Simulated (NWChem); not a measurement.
CdHI; SMILES [CdH][I]

```xyz
3

Cd     0.0169     1.3202     0.0000
H      0.0407     2.9844     0.0000
I     -0.0074    -1.2828     0.0000
```
Atoms are numbered in this order, from 1.

Results from NWChem. Structure relaxed at the PBE0/def2-SVP level. def2 effective core potentials on Cd, I; no spin-orbit coupling. B3LYP is NWChem's, with the RPA form of VWN correlation. Vertical excitations in the gas phase; the lowest state need not have the same character in each row.

```tsv
level	lowest excitation, singlet (eV)	oscillator strength of that lowest state	lowest state with f > 0.02, singlet (eV)	oscillator strength of that bright state	orbital gap (eV)
PBE/def2-SVP, TDA	4.68	0.019	5.28	0.022	4.50
B3LYP/def2-SVP, TDA	4.92	0.022	4.92	0.022	5.88
CAM-B3LYP/def2-SVP, TDA	5.31	0.026	5.31	0.026	8.51
LDA (Slater exchange, VWN5)/def2-SVP, TDA	[?]	0.018	5.25	0.022	[?]
```

Problem. Some entries are withheld; supply them.

Solution. 
- LDA (Slater exchange, VWN5)/def2-SVP, TDA, lowest excitation, singlet (eV): 4.62
- LDA (Slater exchange, VWN5)/def2-SVP, TDA, orbital gap (eV): 4.42
